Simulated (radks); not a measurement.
All-electron atom: Nd LX in 1s1. Calculated with a radial shooting solver on a logarithmic mesh with Libxc functionals: Dirac Kohn-Sham, LDA (Slater exchange, Perdew-Zunger correlation), spin-unpolarised, spherical densities, finite nucleus; Fermi nuclear charge, rms radius 4.9123 fm.

Normalised radial functions P(r) = r R(r) (large component), r in bohr:

r,1s1/2
0.001124,1.2700
0.001308,1.4401
0.001523,1.6299
0.001759,1.8293
0.002048,2.0613
0.002384,2.3160
0.002775,2.5937
0.003205,2.8771
0.003731,3.1961
0.004343,3.5320
0.005016,3.8614
0.005839,4.2136
0.006798,4.5609
0.007851,4.8738
0.00914,5.1721
0.01064,5.4196
0.01239,5.5958
0.01431,5.6776
0.01665,5.6549
0.01939,5.5039
0.02239,5.2338
0.02607,4.8151
0.03035,4.2730
0.03505,3.6713
0.0408,2.9833
0.0475,2.2912
0.05529,1.6478
0.06386,1.1240
0.07434,0.6885
0.08654,0.3806

1s1/2: eigenvalue -50983 eV, 0 radial nodes, <r> = 0.0234 bohr, 90 % of the charge inside 0.0421 bohr.
